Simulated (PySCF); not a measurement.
The vertical singlet excitations below were computed for one of the candidates. Theory: TDDFT CAM-B3LYP/def2-SVPD, vertical, gas phase, core orbitals frozen in the response (PySCF 2.14.0, density-fitted response routines). Geometries: PBE0-D3(BJ)/def2-SVP, one conformer each.

```tsv
state	E (eV)	f
S1	4.33	0.068
S2	5.04	0.035
S3	6.34	0.013
S4	6.87	0.023
S5	7.08	0.227
S6	7.33	0.029
S7	7.39	0.069
S8	7.49	0.019
S9	7.59	0.054
S10	7.85	0.033
```

Question: Which structure fits?
A. `C=NC(=C)O[SiH3]`
B. `C=C[SiH2]C(N)=O`
C. `[SiH2](C#CC)N`

Answer: A. Its S1, at 4.33 eV, is the lowest among the candidates; the nearest of the others has S1 at 4.82 eV. S1 is HOMO→LUMO (75%), HOMO-1→LUMO (21%). Löwdin shares by element: HOMO carbon 59% or more, oxygen 16%, nitrogen 8% (atoms not listed hold the other 17%); LUMO carbon 50%, nitrogen 27% (atoms not listed hold the other 23%). At the same level the other candidates give, for their lowest levels:
- `C=C[SiH2]C(N)=O`: 4.82 eV (f 0.002); 5.96 eV (f 0.106); 6.63 eV (f 0.014); 6.78 eV (f 0.103); 7.07 eV (f 0.017); HOMO -8.35, LUMO 0.17 eV
- `CC#C[SiH2]N`: 5.80 eV (f 0.000); 6.05 eV (f 0.013); 6.13 eV (f 0.000); 6.52 eV (f 0.066); 7.10 eV (f 0.004); T1 4.87 eV; HOMO -8.75, LUMO 0.87 eV

Conformer computed: `[CH2:1]=[N:2][C:3](=[CH2:4])[O:5][SiH3:6]`: C1–N2–C3–C4 40°, N2–C3–O5–Si6 -10°.
Triplets come from the Tamm–Dancoff approximation.
